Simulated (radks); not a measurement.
Results of a calculation; reference values are marked as such.
Question: These are the eigenvalues of the occupied orbitals of an atom or ion with whole-number occupations (hartree). Level of theory: non-relativistic Kohn-Sham, BLYP, spin-polarised, spherical densities, point nucleus (a radial shooting solver on a logarithmic mesh with Libxc functionals).

| orbital | eigenvalue |
|---|---|
| 1s | -901.8456 |
| 2s | -130.2904 |
| 2p | -121.2757 |
| 3s | -24.00037 |
| 3p | -20.36706 |
| 3d | -13.64654 |
| 4s | -3.51558 |
| 4p | -2.37529 |
| 4d | -0.58125 |

Which element is it, and in what charge state? The configuration may be excited. Open shells, if any, are filled with parallel spins first.

Answer: Z = 47, silver, charge +1: Ag+ in [Kr] 4d10. The list shows which subshells hold electrons but not how many an open one holds; the 1s level, -901.85 hartree, gives Z - s = 42.5 by -(Z - s)^2/2, which with screening narrows Z to a few neighbours, and the depths of the outer levels then fix element, charge and occupations together.
